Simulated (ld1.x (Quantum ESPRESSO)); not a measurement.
## An all-electron radial function and its pseudo partner (scandium (Sc))

Columns: radius, all-electron u(r) and pseudo u(r) of the 3p shell (level -33.56 eV) of scandium in the configuration [Ne] 3s2 3p6 3d1 4s2 4p0; LDA (PZ), scalar-relativistic, PAW scheme, ld1.x (Quantum ESPRESSO) 7.5.

| r (bohr) | all-electron | pseudo |
| --- | --- | --- |
| 0.152 | 0.4882 | -0.0193 |
| 0.305 | 0.2904 | -0.0750 |
| 0.458 | -0.2222 | -0.1593 |
| 0.610 | -0.6465 | -0.2602 |
| 0.762 | -0.8933 | -0.3647 |
| 0.915 | -0.9864 | -0.4603 |
| 1.068 | -0.9748 | -0.5348 |
| 1.220 | -0.9039 | -0.5800 |
| 1.372 | -0.8051 | -0.5934 |
| 1.525 | -0.6973 | -0.5761 |
| 1.678 | -0.5923 | -0.5332 |
| 1.830 | -0.4967 | -0.4736 |
| 1.982 | -0.4123 | -0.4059 |
| 2.135 | -0.3391 | -0.3383 |
| 2.288 | -0.2773 | -0.2773 |
| 2.440 | -0.2259 | -0.2259 |
| 2.592 | -0.1833 | -0.1833 |
| 2.745 | -0.1482 | -0.1482 |
| 2.898 | -0.1194 | -0.1194 |
| 3.050 | -0.0962 | -0.0962 |
| 3.202 | -0.0773 | -0.0773 |
| 3.355 | -0.0619 | -0.0619 |
| 3.508 | -0.0495 | -0.0495 |
| 3.660 | -0.0397 | -0.0397 |
| 3.812 | -0.0317 | -0.0317 |
| 3.965 | -0.0253 | -0.0253 |

(1) How many radial nodes do the two functions have?

(2) At about which radius was the pseudo-wave matched?

(3) Is the pseudo-wave norm-conserving?

Results:

(1) The all-electron 3p function has n − l − 1 = 1; the pseudo-wave has 0, since the states of the same l below it are removed with the core.

(2) 2.40 bohr, where the columns begin to agree (steps of 0.15 bohr).

(3) No, it belongs to a PAW set: the norm inside the radius is not constrained, and the difference is carried by the augmentation charge.
